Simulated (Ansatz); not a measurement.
Li3Cl2, relaxed as a doublet with UKS PBE0-D4/def2-TZVP in Ansatz, starting from the GFN2-xTB geometry. Force threshold 0.02 eV/Å.

The relaxation made no stability test and no search for a lower SCF solution. The structure comes from a short search, and lower isomers may exist.

Start:

Cartesian coordinates in Å:
```
Li 0.245 -1.044 1.486
Li 1.591 -1.041 -0.547
Li -1.050 1.216 -0.574
Cl -1.350 0.408 1.353
Cl 0.564 0.461 -1.718
```

Problem. Estimate the energy that the relaxation releases and the steps that it takes.

Solution. 0.28 eV, in 5 steps; 6.5 s on 4 threads of Arm Neoverse V1 on a shared host. No frequencies were taken in this run, so the end may be a saddle point.

Problem. Does the start keep its bonding and symmetry?

Solution. By distances, no bond broke or formed, bridged metal pairs apart. The bond that changes most is Li1–Li2, from 2.44 to 3.06 Å (atoms count from 1). Metal–metal contacts that move far: Li1–Li2 2.44 to 3.06 Å. The end is the same structure that another start reached, the lowest one found. Point group Cs at the start, C2v at the end, both within 0.05 Å.

Problem. Predict the relaxed structure.

Solution. 
```xyz
5

Li    0.055   -1.032    1.795
Li    1.658   -0.975   -0.810
Li   -0.867    1.012   -0.502
Cl   -1.508    0.446    1.506
Cl    0.663    0.550   -1.990
```
Bond lengths (bridged metal pairs left out): 4 × Cl–Li 2.17 to 2.18 Å; 1 × Li–Li 3.06 Å.
